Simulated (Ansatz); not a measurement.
This geometry of CH7NOSi (11 atoms, charge 0, multiplicity 1) is a first-order saddle point.

Computed with RKS PBE-D4/6-31G in Ansatz.

```xyz
11
Properties=species:S:1:pos:R:3
N -0.248 -0.242 -1.563
C 0.128 0.734 -0.540
Si 0.606 -0.153 1.108
O -0.724 -1.078 1.782
H -0.289 0.104 -2.521
H -1.030 -0.854 -1.337
H -0.621 1.538 -0.334
H 1.051 1.253 -0.863
H 0.992 0.894 2.137
H 1.768 -1.089 0.857
H -1.569 -1.165 1.294
```

**Question.** Which two structures does it join? (They come from a converged band through this point; their orientation in space is the band's.)

**Answer.** No bond is made or broken. The dihedral H8–C2–Si3–H10 goes from 24 to -51°.

Initial state:

```xyz
11
Properties=species:S:1:pos:R:3
N -0.935 -0.064 -1.029
C 0.257 0.677 -0.537
Si 0.706 -0.152 1.184
O -0.116 -1.682 0.993
H -0.977 -0.174 -2.045
H -1.821 0.295 -0.664
H 0.122 1.774 -0.479
H 1.094 0.484 -1.230
H 0.174 0.663 2.353
H 2.205 -0.318 1.345
H -0.643 -1.560 0.129
```

Final state:

```xyz
11
Properties=species:S:1:pos:R:3
N -0.072 -0.464 -1.539
C 0.300 0.656 -0.682
Si 0.448 -0.033 1.109
O -0.975 -1.015 1.440
H -0.087 -0.295 -2.543
H -0.842 -1.039 -1.202
H -0.390 1.537 -0.694
H 1.299 1.040 -0.967
H 0.570 1.116 2.108
H 1.607 -0.986 1.236
H -1.794 -0.573 1.753
```

**Question.** How far does it lie above each of them?

**Answer.** 5.6 kcal/mol above the first and 2.3 kcal/mol above the second. This is the barrier of this one path; another mechanism may lie lower. Limits of this set-up: no polarisation functions.

The run took 3.6 min on 1 thread of Arm Neoverse V2, with other jobs on the host, peak memory 0.1 GiB.
